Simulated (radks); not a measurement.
The numbers below are computed, except where a source is named.
Ionisation of Pd2+, [Kr] 4d8, to Pd3+, [Kr] 4d7, under several functionals. Scalar-relativistic Kohn-Sham, spin-polarised, spherical densities, finite nucleus; open shells are filled with parallel spins first (spin-orbit coupling, left out, can overturn this in heavy ions); a radial shooting solver on a logarithmic mesh with Libxc functionals.

\begin{tabular}{lrrrrrr}
functional & E(Pd2+) (hartree) & Exc (hartree) & IE (eV) & -e(HOMO) (eV) & <r> HOMO (bohr) & IE error (eV) \\ \hline
XLYP & -5045.78208 & -144.19095 & 33.252 & 26.496 & 1.388 & +0.322 \\
PBEsol & -5042.26151 & -140.65184 & 33.292 & 26.533 & 1.378 & +0.362 \\
exchange-only LDA & -5035.69580 & -133.99336 & 31.845 & 25.174 & 1.390 & -1.085 \\
OLYP & -5046.76654 & -145.30844 & 33.293 & 26.498 & 1.374 & +0.363 \\
LDA (Slater exchange, Perdew-Wang correlation) & -5039.94087 & -138.30058 & 33.632 & 26.856 & 1.382 & +0.702 \\
\end{tabular}

NIST Atomic Spectra Database: 32.930 eV (semi-empirical). Closest: XLYP. The Delta-SCF values span 1.79 eV, the total energies 11.07 hartree. The highest occupied level is 4d. Open shells are spherical and high-spin; term and fine-structure splittings are not resolved.
